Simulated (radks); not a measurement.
The numbers below are computed, except where a source is named.
Excited configurations of S3+: one electron is placed in a higher orbital outside [Ne] 3s2. The ground configuration is [Ne] 3s2 3p1. Level of theory: non-relativistic Kohn-Sham, BLYP, spin-polarised, spherical densities, point nucleus; open shells are filled with parallel spins first (a radial shooting solver on a logarithmic mesh with Libxc functionals). Excitation = E - E(ground); binding = E(ion) - E, where the ion is the core of charge +4; n* = 4/sqrt(2 binding) in atomic units, and the quantum defect is n - n*.

| outer orbital | excitation (eV) | binding (eV) | n* | quantum defect | eigenvalue (eV) | <r> (bohr) |
|---|---|---|---|---|---|---|
| 4s | 22.068 | 25.078 | 2.946 | 1.054 | -22.233 | 3.338 |
| 4f | 32.948 | 14.198 | 3.916 | 0.084 | -11.901 | 4.198 |
| 6s | 37.839 | 9.307 | 4.836 | 1.164 | -8.329 | 9.016 |
| 6p | 38.663 | 8.483 | 5.066 | 0.934 | -7.565 | 9.676 |
| 6d | 39.899 | 7.247 | 5.481 | 0.519 | -6.421 | 10.87 |

The Delta-SCF ionisation energy is 47.146 eV (NIST Atomic Spectra Database: 47.22 eV, semi-empirical). Self-interaction in the functional shifts the binding energies and quantum defects, so they are the method's values and not measured ones. Open shells are spherical and high-spin; term and fine-structure splittings are not resolved.
